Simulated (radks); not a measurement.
Q: Ag4+, configuration [Kr] 4d7 (the NIST ground configuration). Calculated with a radial shooting solver on a logarithmic mesh with Libxc functionals: Dirac Kohn-Sham, PBE, spin-unpolarised, spherical densities, finite nucleus; open shells fill j = l - 1/2 first; Fermi nuclear charge, rms radius 4.5454 fm. Some entries of the table are withheld. Estimate them.

orbital  occ.  eigenvalue (hartree)  <1/r> (bohr^-1)  <r^2> (bohr^2)
1s1/2       2             -932.4134            49.44        0.001308
2s1/2       2             -139.0803            11.39         0.02140
2p1/2       2                   (1)            11.37         0.01600
2p3/2       4                   (2)            10.68         0.01732
3s1/2       2                   (3)            3.984          0.1552
3p1/2       2             -23.38201            3.890          0.1507
3p3/2       4             -22.24420            3.723          0.1597
3d3/2       4             -15.42941            3.559          0.1407
3d5/2       6             -15.20018            3.516          0.1434
4s1/2       2              -5.55177            1.539          0.9174
4p1/2       2              -4.32179              (4)           1.047
4p3/2       4              -4.12615              (5)           1.108
4d3/2       4              -2.21447            1.109           1.666
4d5/2       3              -2.18791            1.097           1.698

A: 
(1) 2p1/2 eigenvalue (hartree): -129.3977
(2) 2p3/2 eigenvalue (hartree): -122.9549
(3) 3s1/2 eigenvalue (hartree): -27.23307
(4) 4p1/2 <1/r> (bohr^-1): 1.426
(5) 4p3/2 <1/r> (bohr^-1): 1.375
